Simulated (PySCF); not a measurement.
## Two-dimensional NMR puzzle

Compound of formula C₈H₁₄OSi. Correlations simulated from computed shifts and the bond graph:

HSQC (one-bond C–H):
| δH | δC |
| --- | --- |
| 2.26 | 30.0 |
| 1.44 | 17.5 |
| 1.39 | 32.8 |
| 1.31 | 31.1 |
| 0.81 | 32.8 |
| 0.57 | 7.1 |
| 0.16 | 1.3 |
| -0.05 | 7.1 |
| -0.29 | 1.3 |

COSY cross peaks (H two or three bonds apart, from the bond graph; peaks can be absent where the dihedral angle is near 90°):
| δH | δH |
| --- | --- |
| 1.44 | 0.57 |
| 1.44 | 0.16 |
| 1.44 | -0.05 |
| 1.44 | -0.29 |
| 1.39 | 1.31 |
| 1.39 | 0.81 |
| 1.31 | 0.81 |
| 0.57 | 0.16 |
| 0.57 | -0.05 |
| 0.57 | -0.29 |
| 0.16 | -0.05 |
| 0.16 | -0.29 |
| -0.05 | -0.29 |

HMBC (two and three bonds, from the bond graph):
| δH | δC |
| --- | --- |
| 4.28 | 32.8, 31.1, 22.8, 17.5 |
| 2.26 | 218.8, 31.1 |
| 1.44 | 32.8, 31.1, 22.8, 7.1, 1.3 |
| 1.39 | 218.8, 31.1, 22.8, 17.5 |
| 1.31 | 218.8, 32.8, 30.0, 22.8, 17.5 |
| 0.81 | 218.8, 31.1, 22.8, 17.5 |
| 0.57 | 22.8, 17.5, 1.3 |
| 0.16 | 22.8, 17.5, 7.1 |
| -0.05 | 22.8, 17.5, 1.3 |
| -0.29 | 22.8, 17.5, 7.1 |

Carbons without hydrogens: δ 218.8, 22.8.

Level of theory: shieldings: GIAO PBE0/pcSseg-1, geometry: GFN2-xTB, in PySCF 2.14.0 with density-fitted response routines (non-relativistic Hamiltonian, no solvent model, a single conformation, equivalent nuclei averaged).

References, each an isolated molecule treated in the same way: TMS for ¹H (31.72 ppm), ¹³C (186.93 ppm).

Exchangeable hydrogens are left out of these lists.

Which molecule is this?

Answers

`C1C([C@@]2([SiH3])[C@H](C(C)=O)C2)C1`.

Atom-mapped SMILES (the numbers label the heavy atoms): `[CH3:1][C:2](=[O:3])[C@@H:4]1[CH2:5][C@@:6]1([SiH3:7])[CH:8]1[CH2:9][CH2:10]1`. Each H is labelled by its parent atom. Ha(C5) is cis to C2 on the ring; Ha(C9), Ha(C10) are cis to C6 on the ring; Hb(C5) is trans to C2 on the ring; Hb(C9), Hb(C10) are trans to C6 on the ring.

δC 218.8 is C2, a ketone carbonyl carbon. δC 32.8 is C5, a three-membered-ring carbon (δH 1.39, 0.81). δC 31.1 is C4, a three-membered-ring carbon (δH 1.31). δC 30.0 is C1, a methyl carbon α to a carbonyl (δH 2.26). δC 22.8 is C6, a three-membered-ring carbon. δC 17.5 is C8, a three-membered-ring carbon (δH 1.44). δC 7.1 is C9, a three-membered-ring carbon (δH -0.05, 0.57). δC 1.3 is C10, a three-membered-ring carbon (δH -0.29, 0.16). HMBC from δH 4.28 reaches the proton-free carbon C6. HMBC from δH 2.26 reaches the proton-free carbon C2. HMBC from δH 1.44 reaches the proton-free carbon C6. HMBC from δH 1.39 reaches the proton-free carbons C2, C6. COSY links 1.44–0.57, 1.44–0.16, 1.44–-0.05, 1.44–-0.29, 1.39–1.31, 1.39–0.81.

This is the structure that produced the data.

Shifts are as computed. Against solution values, carbons near 30 ppm lie about +3 ppm off and those near 130 ppm about +5 ppm. Of 1211 compounds with measured shifts, 218 miss one by over three times the rms of a fit or turn the order of signals round; such compounds aren't used in these exercises.
